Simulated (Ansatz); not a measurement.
Coupled-cluster diagnostics for Si8BH16, a doped cluster cut from the lattice of silicon (B on a surface site), Ansatz.

Geometry of the doublet (PBE-D4/def2-SVP):

```xyz
25

B    -1.441    0.740    0.951
Si    2.122    1.313    0.953
Si    0.050   -2.540    0.823
Si    0.175   -0.023   -2.090
Si   -1.688   -1.136    1.600
Si   -0.031    1.942    1.704
Si   -1.751    0.984   -1.075
Si    2.066    1.190   -1.397
Si    0.186   -2.303   -1.514
H    -2.531    1.331    0.672
H     2.506   -0.042    1.490
H     3.181    2.301    1.376
H    -0.196   -3.989    1.164
H     1.374   -2.139    1.419
H    -0.071    0.159   -3.575
H    -1.660   -1.236    3.109
H    -2.969   -1.780    1.123
H     0.027    1.893    3.214
H    -0.190    3.390    1.299
H    -1.834    2.432   -1.481
H    -2.996    0.290   -1.563
H     1.959    2.575   -1.982
H     3.296    0.527   -1.967
H    -1.014   -2.943   -2.167
H     1.431   -2.935   -2.086
```

Correlated methods freeze 41 core orbitals.

Estimate the CCSD(T) correlation energy, the shares of MP2 and (T), T1 and the reference's ⟨S²⟩ for: charge 0, doublet, own geometry in def2-SVP; and the rough time on 2 threads of AMD EPYC 7R13 on a shared host and a share (18 GiB) of an NVIDIA H100 80GB HBM3.


```
                          state     basis  correlation (eV)  MP2 share (%)  (T) share (%)     T1  ⟨S²⟩ (pure)  wall time
charge 0, doublet, own geometry  def2-SVP           -29.461           81.9            3.7  0.018  0.77 (0.75)       10 s
```
Customary marks for T1 are 0.02 (closed shells), 0.045 (open shells) and about 0.05 (3d metals). T1 stays under 0.02 throughout.
